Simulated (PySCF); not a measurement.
Solvent effects on NMR parameters

Bonds (- single, = double, # triple, : aromatic): C1-C2, C2-C3, C3-S4, S4=O5, S4=O6, S4-Cl7. C1 carries H8, H9, H10; C2 carries H11, H12; C3 carries H13, H14.

GIAO PBE0/pcSseg-1 in PySCF on one PBE0-D3(BJ)/def2-SVP conformer, non-relativistic, equivalent nuclei averaged. Solvents enter as an IEF-PCM continuum (chloroform with ε = 4.7, dichloromethane with ε = 8.9) around the gas-phase geometry. Shifts are referred to TMS, CS2 computed in the same medium.

In chloroform, δ in ppm: C3 75.0, C2 21.1, C1 13.4, S4 385.2, H13/H14 3.46, H11/H12 1.97, H8/H9/H10 1.21. Dipole moment 5.08 D.

**Question.** How does each δ change in the more polar medium?

**Answer.** 
```json
{"atoms": "C3", "environment": "sp3 CH2 bonded to S", "Δδ, dichloromethane": "+0.5"}
{"atoms": "C2", "environment": "sp3 CH2", "Δδ, dichloromethane": "+0.1"}
{"atoms": "C1", "environment": "methyl carbon", "Δδ, dichloromethane": "+0.1"}
{"atoms": "S4", "environment": "sulfonyl sulfur", "Δδ, dichloromethane": "+1.9"}
{"atoms": "H13/H14", "environment": "hydrogen on an sp3 CH2 bonded to S", "Δδ, dichloromethane": "+0.08"}
{"atoms": "H11/H12", "environment": "hydrogen on an sp3 CH2", "Δδ, dichloromethane": "+0.02"}
{"atoms": "H8/H9/H10", "environment": "hydrogen on a methyl carbon", "Δδ, dichloromethane": "-0.01"}
```

Changes are relative to chloroform. The dipole moment becomes 5.24 D in dichloromethane.

**Question.** Which nuclei move most (in ppm), and what does the model miss?

**Answer.** S4 (sulfonyl sulfur, +1.9 ppm) in dichloromethane. A continuum only polarises the solute; specific hydrogen bonds, the anisotropy of aromatic solvents and changes of geometry or conformer are outside it.
